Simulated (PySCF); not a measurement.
**Bonding in `CN[SiH2][C@@H]([SiH3])[SiH2]C`**

Species: C3H15NSi3.
SMILES with atom numbers: `[CH3:1][NH:2][SiH2:3][C@@H:4]([SiH3:5])[SiH2:6][CH3:7]` (hydrogens: H8, H9, H10 on C1; H11 on N2; H12, H13 on Si3; H14 on C4; H15, H16, H17 on Si5; H18, H19 on Si6; H20, H21, H22 on C7)

Cartesian coordinates in Å at the GFN2-xTB level; atoms count from 1:
```xyz
22
C3H15NSi3 angstrom
C      3.549    0.498   -0.065
N      2.294   -0.189   -0.237
Si     0.807    0.638   -0.470
C     -0.542   -0.695   -0.563
Si    -0.540   -1.858    0.940
Si    -2.242    0.077   -0.915
C     -2.772    1.218    0.500
H      4.007    0.787   -1.018
H      3.371    1.402    0.512
H      4.254   -0.132    0.481
H      2.417   -1.084   -0.686
H      0.675    1.521    0.696
H      0.759    1.480   -1.683
H     -0.317   -1.314   -1.436
H     -0.710   -1.108    2.187
H     -1.640   -2.824    0.821
H      0.709   -2.626    1.012
H     -2.196    0.850   -2.166
H     -3.248   -0.986   -1.090
H     -2.072    2.038    0.625
H     -3.752    1.646    0.311
H     -2.823    0.680    1.441
```

Bond orders from the PBE0/pcSseg-1 density (PySCF). One conformer (not necessarily the lowest) at the GFN2-xTB geometry, without solvent, vibrations or thermal averaging.

Task: How far do the computed orders between heavy atoms stray from the drawn ones?

Result: The largest departure is 0.129, at Si3–C4 (drawn single, 0.871). Drawn single, order below 0.88: Si3–C4 (0.871).

Task: Give the Mayer order of every bond between heavy atoms, beside its length.

Result: 
| bond | drawn as | length (Å) | Mayer order |
| --- | --- | --- | --- |
| C1–N2 | single | 1.441 | 0.980 |
| N2–Si3 | single | 1.717 | 0.970 |
| Si3–C4 | single | 1.899 | 0.871 |
| C4–Si5 | single | 1.901 | 0.882 |
| C4–Si6 | single | 1.900 | 0.881 |
| Si6–C7 | single | 1.893 | 0.954 |

Bonds between the same two heavy elements. C–Si: lowest Si3–C4 (0.871, 1.899 Å), highest Si6–C7 (0.954, 1.893 Å).

Task: And the bonds to hydrogen?

Result: C–H: 0.91 to 0.97 (7 bonds); H–N: 0.93 (1 bond); H–Si: 0.89 to 0.96 (7 bonds).

Task: Sum the orders of all bonds at each heavy atom with more than one neighbour and set the sums beside the valence in the SMILES.

Result: C1 3.880 (drawn 4), N2 2.882 (drawn 3), Si3 3.671 (drawn 4), C4 3.548 (drawn 4), Si5 3.730 (drawn 4), Si6 3.754 (drawn 4), C7 3.824 (drawn 4). Orders between atoms that aren't bonded are not in these sums.

The Mayer order sums products of elements of PS (density times overlap matrix) between the two atoms' basis functions, so it depends on the basis set.
